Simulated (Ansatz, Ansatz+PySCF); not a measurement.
```xyz
2

S     0.0000    0.0000    0.0000
S     0.0000    0.0000    2.3000
```

Basis set: def2-SVP (spherical functions). Frozen core: 10 orbitals. Correlation on ROHF uses semicanonical orbitals with singles. Charge 0, multiplicity 3.

Computed with Ansatz (development build ahead of 0.2.0); each method stands on the lowest determinant of its kind that the runs found.

Question: Give the atomization energy at this shape (free ground-state atoms in the same class of orbitals less the molecule, no zero-point energy) of triplet S2 by ROHF-MP2, ROHF.

Answer:

```tsv
method	atomization energy
ROHF-MP2	182.3 kJ/mol
ROHF	61.0 kJ/mol
```

Caution for ROHF-MP2: bonds are stretched, where a single reference can fail.
